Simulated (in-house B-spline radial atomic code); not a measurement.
Checks on a self-consistent run for neutral sulfur, [Ne] 3s1 3p4 5f1. Level of theory: Dirac-Hartree-Fock, average of configuration, Fermi nucleus of rms radius 3.2611 fm; calculated with an all-electron radial atomic-structure program (B-spline basis).

| orbital | q | ε (Eh) | <1/r> | <r²> | small-component weight |
| --- | --- | --- | --- | --- | --- |
| 1s1/2 | 2 | -92.78715 | 15.6702 | 0.0125911 | 0.0032373 |
| 2s1/2 | 2 | -9.50329 | 3.0923 | 0.267079 | 0.00049974 |
| 2p1/2 | 2 | -7.17553 | 2.9764 | 0.23948 | 0.00047128 |
| 2p3/2 | 4 | -7.12716 | 2.95708 | 0.24168 | 0.00046839 |
| 3s1/2 | 1 | -1.30647 | 0.831387 | 3.06172 | 7.4525e-05 |
| 3p1/2 | 1.3333 | -0.76104 | 0.704019 | 4.21688 | 5.6669e-05 |
| 3p3/2 | 2.6667 | -0.75713 | 0.701048 | 4.24613 | 5.6346e-05 |
| 5f5/2 | 0.42857 | -0.02001 | 0.0400601 | 1123.55 | 5.3414e-07 |
| 5f7/2 | 0.57143 | -0.02001 | 0.0400602 | 1123.54 | 5.3414e-07 |

Electron-electron repulsion V_ee = 145.9748 hartree.

Q: What total energy follows from the eigenvalues?

A: The eigenvalues count the repulsion twice, so E = Σqε - V_ee = -251.801 - 145.975 = -397.776 hartree; the run printed -397.776.

Q: Does the Dirac virial theorem hold?

A: For a point nucleus E = -2c²Σq·w, with w the small-component weight. Here Σq·w = 0.010591 and c = 137.0360, so the ratio E/(-2c²Σq·w) is 1.000002.

Q: What diamagnetic shielding (Lamb formula) and susceptibility (Langevin formula) do the radii give?

A: σ = (α²/3)Σq<1/r> = 58.9857/(3·137.036²) = 1047 ppm, and χ = -0.79199×10⁻⁶·Σq<r²> = -907.3×10⁻⁶ cm³/mol with Σq<r²> = 1145.6 bohr². Both are non-relativistic formulas without the paramagnetism of open shells.
